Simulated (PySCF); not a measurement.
C3H6BNO2.
Atom-mapped SMILES: `[N:1]#[C:2][CH2:3][CH2:4][B:5]([OH:6])[OH:7]` (hydrogens: H8, H9 on C3; H10, H11 on C4; H12 on O6; H13 on O7)

Theory: PBE0-D3(BJ)/def2-SVP geometry optimisation, gas phase (PySCF).

Entries marked ? are missing. Bonds in one row agree within 0.01 Å.

```csv
coordinate,value
N1≡C2,1.158 Å
C2–C3,?
C3–C4,?
C4–B5,?
"B5–O6, B5–O7",?
"C3–H8, C3–H9",1.101 Å
"C4–H10, C4–H11",1.104 Å
"O6–H12, O7–H13",0.963 Å
N1–C2–C3,?
C2–C3–C4,?
C3–C4–B5,113.6°
C4–B5–O6,118.7°
C4–B5–O7,123.1°
O6–B5–O7,?
```

Problem. Estimate the withheld lengths and angles.

Solution. 
- C2–C3 = 1.458 Å, drawn single (nitrile carbon to sp3 carbon next to a nitrile); 0.01 Å above the sum of covalent radii, 1.45 Å.
- C3–C4 = 1.530 Å, drawn single (sp3 carbon next to a nitrile to sp3 carbon bound to boron); 0.01 Å above the sum of covalent radii, 1.52 Å.
- C4–B5 = 1.582 Å, drawn single (sp3 carbon bound to boron to three-coordinate boron); 0.02 Å below the sum of covalent radii, 1.60 Å.
- B5–O6, B5–O7 = 1.361 Å, drawn single (three-coordinate boron to boron-bound oxygen); 0.14 Å below the sum of covalent radii, 1.50 Å.
- N1–C2–C3 = 178.7°, at the nitrile carbon; the outer atoms are 2.616 Å apart.
- C2–C3–C4 = 113.2°, at the sp3 carbon next to a nitrile; the outer atoms are 2.495 Å apart.
- O6–B5–O7 = 118.2°, at the three-coordinate boron; the outer atoms are 2.335 Å apart.

Radii are Cordero's, carbon taken as 0.76, 0.73 or 0.69 Å for four, three, and two or fewer neighbours.

Not checked by PBE0-D3(BJ)/def2-SVP frequencies. The numbers are those of one conformer (C2–C3–C4–B5 179°, C3–C4–B5–O6 0°, C4–B5–O6–H 180°, C4–B5–O7–H 0°).

On Arm Neoverse V1, one thread, no GPU, on a shared host, this took 59 s wall and 0.52 GiB of memory at its peak. These figures are those of the optimisation.
